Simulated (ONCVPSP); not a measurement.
**zinc (Zn): from the effect back to the setting (ONCV)**

Base potential:

```json
{
  "Element": "Zn (Z = 30)",
  "Generator": "ONCVPSP 4.0.1",
  "Type": "optimised norm-conserving Vanderbilt (ONCV)",
  "Functional": "PBEsol",
  "Relativity": "scalar-relativistic",
  "Frozen core": "[Ar]",
  "Valence charge": "12",
  "Reference configuration": "3d10 4s2",
  "Partial waves": "4s: rc 1.80 bohr, ncon 3, nbas 8, qcut 3.5 1/bohr, 2 projectors, debl 2.8 Ha; p scattering state at 0.19 Ha: rc 1.70 bohr, ncon 4, nbas 8, qcut 4.2 1/bohr, 2 projectors, debl 1.4 Ha; 3d: rc 0.70 bohr, ncon 4, nbas 7, qcut 14.6 1/bohr, 2 projectors, debl 2.5 Ha",
  "Local potential": "polynomial inside 0.55 bohr (lpopt 2, dvloc0 0 Ha)",
  "Core correction": "Teter function, fcfact 3.75, rcfact 1.75"
}
```

Cutoffs, loose and tight: the cutoffs (Ha) at which the residual kinetic energy of the hardest occupied pseudo-wave falls to 1 and 0.1 mHa per electron. They do not see the model core or the augmentation charge, which bear on the density cutoff. Test errors are all-electron minus pseudo excitation energies from the reference, over the configurations 3d10 4s1; 3d10 4s0; 3d9 4s0; 3d10 4s1.5; variants that change the core or the reference have their own tests.

Only the scale of all radii but the core radius (base = 1) is moved (3 further runs of the sweep failed or gave no value and are left out):

```csv
scale of all radii but the core radius (base = 1),"cutoff, loose","cutoff, tight",bound ghosts,largest test error (meV)
0.85,471 Ha,599 Ha,"s, p",-356
0.94,379 Ha,439 Ha,"s, p",-359
1.03,302 Ha,355 Ha,s,-381
1.19,144 Ha,256 Ha,s,-463
```

One more run gave cutoff, loose: 257 Ha; cutoff, tight: 312 Ha; bound ghosts: s; largest test error (meV): -405. Which value of the scale of all radii but the core radius (base = 1) was used?

1.09. The loose cutoff moves one way along this sweep, from 471 Ha at 0.85 to 144 Ha at 1.19, which places the run between 1.03 and 1.19.
